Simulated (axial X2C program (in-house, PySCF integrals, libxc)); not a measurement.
## Spin–orbit effects down a group: molecules with C, CCSD(T)

All values come from calculations with an axial X2C code built on PySCF integrals, spin-free (one-electron X2C) or two-component (2c: spin–orbit coupling with atomic mean-field Coulomb and Gaunt terms, which also bring small scalar terms), in Dyall basis sets with cores contracted in-house; open shells are unrestricted.

Basis sets: C dyall-v3z, O dyall-av3z, S dyall-av3z, Se dyall-cv3z. Frozen shells (counts by l): CO O 1s, C 1s, 10 electrons correlated; CS S 2s1p, C 1s, 10 electrons correlated; CSe Se 3s2p1d, C 1s, 10 electrons correlated. Coupled cluster in natural virtuals with an MP2 remainder. Where the outer core of a metal is frozen, bonds come out longer and ionisation energies lower.

```
molecule  spin-free state  Re (Å)  ωe (cm⁻¹)  De (eV)  2c state  Re 2c (Å)  ωe 2c (cm⁻¹)  De 2c (eV)
      CO   M_S = 0, Λ = 0   1.135     2145.9    10.94     Ω = 0      1.135        2145.8       10.94
      CS   M_S = 0, Λ = 0   1.548     1271.9     7.12     Ω = 0      1.548        1271.2        7.09
     CSe   M_S = 0, Λ = 0   1.687     1027.7     5.98     Ω = 0      1.687        1026.6        5.85
```

(1) Work out the shifts from the spin-free to the two-component result.

Each entry is the lowest single determinant of a limited PBE0 search at one distance. De goes to single-determinant-based atoms at the same level (for ions the charge split of lowest energy) and is withheld (n/a) where an atom does not fit its ground term or J level. Main or longest-lived isotopes. One determinant is a doubtful description, or other states lie close, for CSe; these need not be ground states, and all values refer to the states named. Some light 2c atoms are not at their ground J level, so De misses part of their lowering (0.04 eV or less).

## Answers

(1) 

```tsv
molecule	2c state	ΔRe (Å)	Δωe (cm⁻¹)	ΔDe (eV)
CO	Ω = 0	0.000	-0.1	0.00
CS	Ω = 0	0.000	noise	-0.03
CSe	Ω = 0	0.000	noise	-0.13
```

Shifts of one unit in the last digit are rounding. Where the truncated virtual spaces of the two runs make Δωe unreliable it is marked noise.
